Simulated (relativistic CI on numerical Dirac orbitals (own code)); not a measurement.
A reference radial Dirac CI calculation of Nb IV gave the lowest total energy -3812.93053 Ha in 55 SCF steps, from this input:

```
atom Nb  Z=41  charge=3  electrons=38
nucleus A=93  rms_radius_fm=4.3240
hamiltonian dirac-coulomb  breit=on  qed=on  c_scale=1
orbitals kli  potential=per-configuration
slater_scale 1
correlation none
mixing on
grid step=0.0125 r_max=50.3
scf mixing=0.4 start=green max_iterations=150 tolerance=2e-08 node_fill=0.05
configurations
  [Kr] 4d2
  [Kr] 4d 5s
  [Kr] 4d 5p
  [Kr] 4d 4f
  [Kr] 5s2
end
```

One setting was then changed (and the iteration limit cut to 95), and the output read:

```
error: configuration [Kr] 4d2 has 38 electrons, the ion has 37
end: refused
```

(1) Which setting was changed?
A. charge
B. nuclear radius
C. start potential
D. grid step

## Answers

(1) A. The charge 4. This setting is bad on purpose; its numbers may not be properties of the ion.
